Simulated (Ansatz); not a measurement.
Isolated molecules relaxed with PBE0-D4/def2-TZVP in Ansatz; ΔE leaves out vibrations. CCSD(T)/CBS adds triple-zeta CCSD(T) − MP2 to the extrapolated MP2 energy (def2 sets, frozen cores). Functionals use def2-TZVPP. Each species was taken in one conformer, which may not be the lowest.

Consider the isomerisation: `OC1COB1[SiH3]` → `CBOC1O[SiH2]1`.

Is it downhill or uphill in electronic energy at CCSD(T)/CBS, and by how much? (Estimate.)

The calculation gave: Downhill: ΔE = -97.2 kJ/mol.

What do these levels give: PBE-D4, r2SCAN-D4, ωB97X-V, B2PLYP, r2SCAN, PBE0? (Best estimate.)

Ansatz gave: PBE-D4 -91.9, r2SCAN-D4 -107.9, ωB97X-V -91.5, B2PLYP -106.2, r2SCAN -108.3, PBE0 -90.0 kJ/mol.

Largest T1 diagnostic among the species: 0.015.

From PBE to PBE0 (25 % exact exchange), in def2-TZVPP and without D4, ΔE moves by +3.7 kJ/mol.
